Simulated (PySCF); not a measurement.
C3H8OZn. Atoms are numbered in the order given.

```xyz
13

Zn    -0.0898     0.5133     0.4862
C     -0.2572    -0.6684    -1.0716
C     -0.5489    -2.1150    -0.6530
C      0.9698    -0.5818    -1.9878
H     -1.1322    -0.2895    -1.6314
H     -0.6828    -2.7650    -1.5390
H      0.2789    -2.5477    -0.0655
H     -1.4638    -2.2013    -0.0442
H      1.1564     0.4436    -2.3466
H      0.8441    -1.2233    -2.8812
H      1.8872    -0.9239    -1.4790
O      0.1448     1.4957     1.9620
H     -0.3348     2.3336     1.9782
```
Charge 0, spin multiplicity 1.

Geometry: B3LYP-D3(BJ)/def2-SVP. The structure was generated by enumeration; whether it is a known compound was not checked. Other conformers were not sampled.

These are PBE/def2-TZVP (PySCF) values and carry that method's errors.

ESP charges are fitted to the potential on shells at 1.4 to 2.0 van der Waals radii. Atomic charges (e):

| atom | Löwdin | ESP fit | meta-Löwdin |
|---|---|---|---|
| Zn1 | 0.42 | 0.48 | 1.06 |
| C2 | -0.46 | ? | -0.46 |
| C3 | -0.32 | -0.07 | -0.35 |
| C4 | -0.32 | -0.16 | -0.35 |
| H5 | 0.15 | ? | 0.10 |
| H6 | 0.12 | 0.01 | 0.11 |
| H7 | 0.13 | 0.02 | 0.11 |
| H8 | 0.13 | -0.01 | 0.11 |
| H9 | 0.13 | 0.01 | 0.11 |
| H10 | 0.12 | 0.04 | 0.11 |
| H11 | 0.13 | 0.03 | 0.11 |
| O12 | -0.37 | ? | -0.99 |
| H13 | 0.16 | 0.32 | 0.33 |

### Question
Complete the blanks. (An estimate is asked for; the answer gives what the named calculation found.)

### Answer

- C2, ESP fit: 0.11
- H5, ESP fit: -0.07
- O12, ESP fit: -0.70
